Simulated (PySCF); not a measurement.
SMILES C=CB(CC)OC (C5H11BO) (GFN2-xTB optimised geometry):

```
18

B     -0.056    -0.231     0.000
C      1.551    -0.231     0.000
C      2.108    -0.109    -1.425
H      1.959    -1.137     0.455
H      1.933     0.605     0.588
H      1.758     0.810    -1.889
H      1.780    -0.943    -2.042
H      3.197    -0.098    -1.417
C     -0.879     1.107     0.000
C     -0.378     2.336     0.008
H     -1.959     1.007    -0.020
H     -0.999     3.219    -0.005
H      0.685     2.516     0.026
O     -0.816    -1.331    -0.040
C     -0.379    -2.664    -0.073
H     -0.452    -3.092     0.931
H     -1.041    -3.219    -0.741
H      0.650    -2.756    -0.427
```

Level of theory: CAM-B3LYP/def2-SVP (PySCF).

Problem. What are the frontier orbital energies and the dipole moment?

Solution. HOMO-2 -10.52 eV, HOMO-1 -9.06 eV, HOMO -8.87 eV, LUMO 0.59 eV, LUMO+1 2.55 eV; dipole moment 1.41 D.

Meta-Löwdin charges at CAM-B3LYP/def2-SVP: B1 0.30, C2 -0.29, C3 -0.27, H4 0.08, H5 0.10, H6 0.09, H7 0.09, H8 0.09, C9 -0.19, C10 -0.18, H11 0.10, H12 0.10, H13 0.09, O14 -0.34, C15 -0.06, H16 0.10, H17 0.11, H18 0.09.
